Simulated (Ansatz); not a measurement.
Reading a saddle point

A first-order saddle point of Si2AsNH10, singlet, PBE0-D4/def2-TZVP, with one imaginary mode of 156i cm⁻¹:

Si1  (-0.360, -0.910, 0.803)
N2  (1.141, 0.145, 1.126)
H3  (0.136, -2.140, 0.151)
H4  (-0.686, -1.249, 2.226)
Si5  (-2.017, 0.308, -0.280)
H6  (1.317, 0.415, 0.074)
As7  (0.893, 0.211, -2.052)
H8  (0.969, 0.960, 1.711)
H9  (1.935, -0.370, 1.500)
H10  (-3.264, 0.264, 0.546)
H11  (-1.601, 1.731, -0.371)
H12  (-2.306, -0.284, -1.604)
H13  (2.182, -0.606, -1.940)
H14  (1.661, 1.526, -1.890)
(Å)

Computed with Ansatz 0.2.0 (basis: def2-TZVPP and def2-QZVPP); correlated methods freeze the cores. Filled d shells of the heavier atoms are correlated. The def2 sets are not built for correlating such inner shells, so the correlated values are less sure here. Extrapolation: Hartree–Fock as exp(−7.88 √X), correlation as X^−2.97.

(1) Which contacts change along the imaginary mode, and what lies on either side? (Judge from chemistry; the calculation decides.)

(2) Which side is lower, and how far does the saddle lie above each? (An estimate is asked for; the value comes from the calculation.)

T1 diagnostic: at most 0.014.

Answers

(1) By the calculation: The step is Si₂NH₇ ([NH2][SiH2][SiH3]) + AsH₃ → Si₂AsH₇ ([SiH3][SiH2][AsH2]) + NH₃, with the molecules in contact on both sides. Shortening one way: Si1–As7, N2–H6; lengthening the same way: Si1–N2, H6–As7.
```
   pair  one side (Å)  saddle (Å)  other side (Å)
Si1–As7          4.20        3.31            2.37
  N2–H6          2.85        1.10            1.01
 Si1–N2          1.73        1.86            3.23
 H6–As7          1.52        2.18            4.10
```

(2) Computed: The side with Si1–As7, N2–H6 short is lower by 1.42 kcal/mol; the saddle lies 30.92 kcal/mol above it and 29.50 kcal/mol above the other (CCSD(T) at an estimated basis limit (MP2 extrapolated from triple and quadruple zeta, plus CCSD(T) − MP2 in triple zeta); electronic energies).

Labels in which every atom is bracketed show which atoms are joined, not bond orders.

For scale, one of the runs: CCSD(T)/def2-TZVPP, 303 basis functions, launched by `ansatz run in.yaml --threads 8 --pin off --events-out ev --progress --plain --max-ram 19148MiB`. Hardware: 8 CPU threads of an Arm Neoverse V1, shared host. Wall time 4.5 min; peak host memory 9.6 GiB.
